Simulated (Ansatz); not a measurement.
`C[SiH2][TeH]`, 9 atoms. The species carries charge 0 and has multiplicity 1. Correlated methods include outer-core shells of Te, which these sets cover unevenly. Te takes the def2 core potential. All runs use 2 threads of a server CPU on a shared host. Correlated methods freeze the cores.

Q: Give the basis size and wall time and peak host memory of each of these runs in Ansatz. RHF-MP2/def2-QZVPP energy; RHF-CCSD(T)/def2-TZVPP energy; RHF-CCSD(T)/def2-SVP energy; RKS PBE0-D4/def2-TZVP relaxation (6 steps); RKS ωB97M-V/def2-SVP energy; RKS PBE0-D4/def2-QZVPP energy; RKS PBE0-D4/def2-SVP energy; RKS PBE-D4/def2-TZVPP energy and forces; direct RPA on PBE orbitals/def2-TZVPP energy; RKS BLYP-D4/def2-TZVPP energy; RKS PBE0-D4/def2-TZVP frequencies; RKS ωB97M-V/def2-QZVPP energy. (Estimate.)

A: The calculation gave: Other jobs shared the machine, so times are rough.

```
                                level                   job  functions  wall time  peak host memory (GiB)
                 RKS PBE0-D4/def2-SVP                energy         88      1.6 s                    0.16
               RKS BLYP-D4/def2-TZVPP                energy        207      2.2 s                    0.23
                RKS PBE-D4/def2-TZVPP     energy and forces        207      2.8 s                    0.23
                 RHF-CCSD(T)/def2-SVP                energy         88      3.6 s                    0.31
direct RPA on PBE orbitals/def2-TZVPP                energy        207        6 s                    0.43
                 RKS ωB97M-V/def2-SVP                energy         88        8 s                    0.26
               RKS PBE0-D4/def2-QZVPP                energy        389      9.5 s                     1.1
               RKS ωB97M-V/def2-QZVPP                energy        389       22 s                     1.4
                RKS PBE0-D4/def2-TZVP  relaxation (6 steps)        154       22 s                    0.34
                   RHF-MP2/def2-QZVPP                energy        389       25 s                     1.8
               RHF-CCSD(T)/def2-TZVPP                energy        207      120 s                     2.9
                RKS PBE0-D4/def2-TZVP           frequencies        154    2.1 min                    0.36
```
